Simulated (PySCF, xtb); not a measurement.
FH8NSi3, SMILES [SiH2](N)[SiH2][SiH2]F.

GFN2-xTB in xtb at its own geometry gives an orbital gap of 3.87 eV and a dipole moment of 3.21 D.

Coordinates come from a PBE-D3(BJ)/def2-SVP optimisation. The structure was generated by enumeration, and PubChem lists no compound with its InChIKey, so it may never have been made. Other conformers were not sampled.

What does PySCF with HF/def2-TZVP give? (An estimate is asked for; the answer gives what the named calculation found.)

gap 12.54 eV (levels -10.21 and 2.33 eV), dipole 3.19 D.
